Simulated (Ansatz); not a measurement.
One change: `[CH3][Zr]([Cl])([Cl])[Cl]` becomes `[CH3][Hf]([Cl])([Cl])[Cl]`.

Ansatz, PBE0-D4/def2-TZVP geometries, multiplicity 1. 

Elements past krypton have def2 core potentials.

```csv
property,`[CH3][Zr]([Cl])([Cl])[Cl]`
LUMO energy (PBE0/def2-TZVPP) / eV,-2.23
size of the dipole moment (B3LYP/def2-TZVPP) / D,1.26
HOMO–LUMO gap (PBE/def2-TZVPP) / eV,4.12
size of the dipole moment (ωB97M-V/def2-TZVPP) / D,1.23
HOMO energy (PBE/def2-TZVPP) / eV,-7.19
HOMO–LUMO gap (B3LYP/def2-TZVPP) / eV,5.88
```

(1) Give the same properties after the change, and the shifts. (Best estimate.)

## Answers

(1) Computed: 
```
                                          property  `[CH3][Hf]([Cl])([Cl])[Cl]`  shift
                LUMO energy (PBE0/def2-TZVPP) / eV                        -1.72   0.51
  size of the dipole moment (B3LYP/def2-TZVPP) / D                         1.11  -0.15
               HOMO–LUMO gap (PBE/def2-TZVPP) / eV                         4.66   0.54
size of the dipole moment (ωB97M-V/def2-TZVPP) / D                         1.05  -0.18
                 HOMO energy (PBE/def2-TZVPP) / eV                        -7.24  -0.05
             HOMO–LUMO gap (B3LYP/def2-TZVPP) / eV                         6.42   0.54
```

Dipoles are sizes alone; their direction can turn.

B3LYP here is the variant with VWN-RPA as its local correlation; programs differ in this.
